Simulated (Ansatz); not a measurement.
Basis sets compared for Li₁₂F₁₂ (relaxed from a model of 2x2x6 LiF rock-salt block, whose bonding it doesn't keep). Charge 0, multiplicity 1. Geometry PBE-D4/def2-SVP. Ansatz on 4 threads of Arm Neoverse V2 on a shared host; times are rough, and most runs start from earlier orbitals.

```tsv
atom	x (Å)	y (Å)	z (Å)
Li1	2.3383	0.5704	-3.4618
F2	2.1316	-0.7814	-2.3072
Li3	0.6991	-0.8563	-1.2151
F4	-0.1540	-1.7081	0.1863
Li5	-1.5352	-2.6509	0.8371
F6	-1.9075	-2.9487	2.5562
F7	1.0672	1.7773	-3.8169
Li8	-0.2707	1.7483	-2.6373
F9	-0.6932	0.4030	-1.5275
Li10	-1.6213	-0.2539	-0.0701
F11	-2.8652	-1.4003	0.5536
Li12	-3.1539	-1.5782	2.3109
F13	3.2986	1.6605	-2.2865
Li14	2.9525	0.3634	-1.1118
F15	1.6777	0.3723	0.1511
Li16	0.6571	-0.5053	1.4181
F17	0.2120	-0.6889	3.1555
Li18	-1.1138	-1.7823	3.6552
Li19	1.9293	2.7900	-2.5042
F20	0.5216	2.8706	-1.4019
Li21	0.2652	1.6157	-0.1331
F22	-0.8304	0.9329	1.1900
Li23	-1.1466	0.5392	2.9119
F24	-2.4585	-0.4892	3.5473
```

Binding counts from free atoms (Li doublet, F doublet) in the same basis, without a counterpoise term.

```csv
level,functions,energy (Eh),HOMO (eV),LUMO (eV),binding per atom (eV),wall time
PBE-D4/def2-SVP,276,-1287.7203,-7.41,-0.81,4.30,12 s
PBE0-D4/def2-SVP,276,-1287.7733,-9.45,-0.26,4.16,15 s
```

(1) Estimate the rows for PBE-D4/def2-TZVP, PBE0-D4/def2-TZVP (with forces).

## Answers

(1) 
```json
{"level": "PBE-D4/def2-TZVP", "functions": "540", "energy (Eh)": "-1289.1737", "HOMO (eV)": "-7.63", "LUMO (eV)": "-0.83", "binding per atom (eV)": "4.08", "wall time": "16 s"}
{"level": "PBE0-D4/def2-TZVP (with forces)", "functions": "540", "energy (Eh)": "-1289.2138", "HOMO (eV)": "-9.62", "LUMO (eV)": "-0.21", "binding per atom (eV)": "3.96", "wall time": "49 s"}
```
